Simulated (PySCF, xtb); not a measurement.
CH₄ClFSi, SMILES C[SiH](F)Cl.

The structure is a stationary point at ωB97X-D3(BJ)/def2-SVP.

Calculation: PySCF with C-PCM-M06-2X/def2-SVP.

The values are the electrostatic part of the solvation free energy, E(continuum) − E(gas) at the gas-phase geometry, in a cavity of scaled van der Waals radii (PySCF's table); cavitation and dispersion terms are not included. In vacuum the orbital gap is 12.20 eV. The dipole moment in vacuum is 2.24 D.

| solvent | ε | ΔG(elec) (kcal/mol) | dipole (D) | gap (eV) |
|---|---|---|---|---|
| water | 78.36 | -2.8 | 2.73 | 12.25 |
| dichloromethane | 8.93 | -2.5 | 2.67 | 12.25 |
| N,N-dimethylformamide | 37.22 | -2.8 | 2.72 | 12.25 |

For comparison, GFN2-xTB/ALPB(water) (xtb, at the GFN2-xTB geometry, all terms of that model) gives -0.9 kcal/mol.
